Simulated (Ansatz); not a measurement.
```yaml
crystal:
  periodic: [false, false, false]
  atoms:
    - {symbol: O, position_ang: [-3.873786, -1.187748, 1.277858]}
    - {symbol: Si, position_ang: [-2.613425, -0.255783, 0.335766]}
    - {symbol: O, position_ang: [-1.750606, 0.761453, 1.619627]}
    - {symbol: O, position_ang: [-3.290646, 0.894508, -0.901913]}
    - {symbol: O, position_ang: [-1.495763, -1.367133, -0.540798]}
    - {symbol: Ti, position_ang: [0.416104, -1.513788, -1.253531]}
    - {symbol: O, position_ang: [1.545841, -2.569887, 0.009669]}
    - {symbol: O, position_ang: [0.451452, -2.280499, -3.112982]}
    - {symbol: O, position_ang: [1.221981, 0.329748, -1.145205]}
    - {symbol: Si, position_ang: [2.062359, 1.366359, 0.098656]}
    - {symbol: O, position_ang: [3.342782, 2.459276, -0.597529]}
    - {symbol: O, position_ang: [2.929966, 0.131227, 1.161640]}
    - {symbol: O, position_ang: [0.872178, 2.404108, 0.992036]}
    - {symbol: H, position_ang: [-4.257313, -2.083886, 0.829249]}
    - {symbol: H, position_ang: [-1.755923, 0.341538, 2.609056]}
    - {symbol: H, position_ang: [-3.915258, 1.690769, -0.545398]}
    - {symbol: H, position_ang: [2.257741, -2.035904, 0.631922]}
    - {symbol: H, position_ang: [1.121928, -2.968378, -3.590544]}
    - {symbol: H, position_ang: [3.709896, 0.813543, 2.149104]}
    - {symbol: H, position_ang: [3.659896, 0.513543, 1.849104]}
    - {symbol: H, position_ang: [-0.086226, 1.949522, 1.236239]}
basis:
  gaussian: {orbitals: pcseg-2}
hamiltonian: {xc: {name: revPBE}}
output: {forces: true}
```

```sh
$ ansatz run in.yaml --threads 11 --pin off --events-out ev --progress --plain --max-ram 174080MiB --backend cuda --devices 0, --max-vram 75GiB
```

It prints (some lines left out):

```
Functional definition: revPBE
2909 factors; their error is unknown
mean field evaluation 1: about -59407.1276 eV, gradient 1.9e2 eV
mean field evaluation 2: about -58247.5816 eV, gradient 6.8e2 eV
mean field evaluation 4: about -58333.6242 eV, gradient 5.6e2 eV
mean field evaluation 8: about -59468.8616 eV, gradient 2.4e0 eV
mean field evaluation 16: about -59468.7812 eV, gradient 3.4e-3 eV
mean field -59468.78123053 eV, -2185.4374008344 hartree, gradient 2.9e-6 eV, S^2 0.000000; 6 other end points of the search recorded, 0 dependent functions left out
reference -59468.78132812 eV, -2185.4374044206 hartree; 69, 69 occupied and 467, 467 virtual orbitals, 2909 factors
Total energy: -59468.78132812 eV, -2185.4374044206 hartree
Atom 0 at    -3.873786    -1.187748     1.277858 Å, force     0.926617    -1.113714    -2.750999 eV/Å
Atom 1 at    -2.613425    -0.255783     0.335766 Å, force     0.004543    -0.156909    -0.047082 eV/Å
Atom 2 at    -1.750606     0.761453     1.619627 Å, force    -1.207544    -2.636830     0.985080 eV/Å
Atom 3 at    -3.290646     0.894508    -0.901913 Å, force    -0.593591     0.341577     3.007119 eV/Å
Atom 4 at    -1.495763    -1.367133    -0.540798 Å, force     0.252554     1.939100     0.719267 eV/Å
Atom 5 at     0.416104    -1.513788    -1.253531 Å, force     0.470507     0.237577     0.431485 eV/Å
Atom 6 at     1.545841    -2.569887     0.009669 Å, force     0.628511     3.130224     0.189734 eV/Å
Atom 7 at     0.451452    -2.280499    -3.112982 Å, force     1.875489    -0.959958     1.081867 eV/Å
Atom 8 at     1.221981     0.329748    -1.145205 Å, force     0.412694    -1.144331     2.189161 eV/Å
Atom 9 at     2.062359     1.366359     0.098656 Å, force    -0.164357     2.731073    -1.878118 eV/Å
Atom 10 at     3.342782     2.459276    -0.597529 Å, force    -3.114549    -2.845750     1.828991 eV/Å
Atom 11 at     2.929966     0.131227     1.161640 Å, force    -3.958935    -1.215376    -4.078485 eV/Å
Atom 12 at     0.872178     2.404108     0.992036 Å, force    -0.603221    -3.203528    -0.588868 eV/Å
Atom 13 at    -4.257313    -2.083886     0.829249 Å, force     1.533631     3.064228     1.154701 eV/Å
Atom 14 at    -1.755923     0.341538     2.609056 Å, force    -0.179845     1.104399    -3.431541 eV/Å
Atom 15 at    -3.915258     1.690769    -0.545398 Å, force     2.143872    -2.804920    -0.757703 eV/Å
Atom 16 at     2.257741    -2.035904     0.631922 Å, force    -2.434776    -1.672988    -2.157651 eV/Å
Atom 17 at     1.121928    -2.968378    -3.590544 Å, force    -2.102484     2.306699     1.870393 eV/Å
Atom 18 at     3.709896     0.813543     2.149104 Å, force     5.491240    30.950948    31.266733 eV/Å
Atom 19 at     3.659896     0.513543     1.849104 Å, force    -2.398993   -29.035997   -28.076622 eV/Å
Atom 20 at    -0.086226     1.949522     1.236239 Å, force     3.018636     0.984477    -0.957461 eV/Å
Dipole moment:    -0.288232    -0.882608     0.726785 e Å
```

Question: What is wrong with this run?

Answer: One atom was put on top of another. The calculation finished and met its thresholds. The result belongs to that input, not to the molecule as meant.
